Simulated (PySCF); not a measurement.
HSE06 on As (arsenic, neutral), [Ar] 3d10 4s1 4p3 4d1, high-spin 6D determinant (an excited configuration). Computed with PySCF 2.14 in x2c-TZVPPall with one added diffuse shell each of s, p, d type (7s6p5d1f, 57 functions), with the spin-free X2C one-electron Hamiltonian (Gaussian nucleus).

```
cycle= 1 E= -2259.87145982864  delta_E= -0.00587  |g|= 0.121  |ddm|= 0.125
cycle= 2 E= -2259.87154326976  delta_E= -8.34e-05  |g|= 0.115  |ddm|= 0.0805
cycle= 3 E= -2259.87301137858  delta_E= -0.00147  |g|= 0.00242  |ddm|= 0.0399
cycle= 4 E= -2259.87301281952  delta_E= -1.44e-06  |g|= 0.000199  |ddm|= 0.00294
cycle= 5 E= -2259.87301285637  delta_E= -3.68e-08  |g|= 1.56e-05  |ddm|= 0.000753
cycle= 6 E= -2259.8730128569  delta_E= -5.23e-10  |g|= 9.05e-07  |ddm|= 0.000111
converged SCF energy = -2259.8730128569  <S^2> = 8.7509074  2S+1 = 6.0003025
```

Highest occupied orbital energy: 0.122 eV; ⟨L²⟩ = 6.00; populations by l: s 7.00, p 15.00, d 11.00, f 0.00.

Can this result be used?

Not for this state. The run converged. The outer electron is Rydberg-like, and this basis confines it to a smaller radius and binds it less than a complete one would. At HSE06 the highest occupied level has a positive energy, so only the finite basis holds that electron; for this excited configuration the basis is too tight for the outer shell.
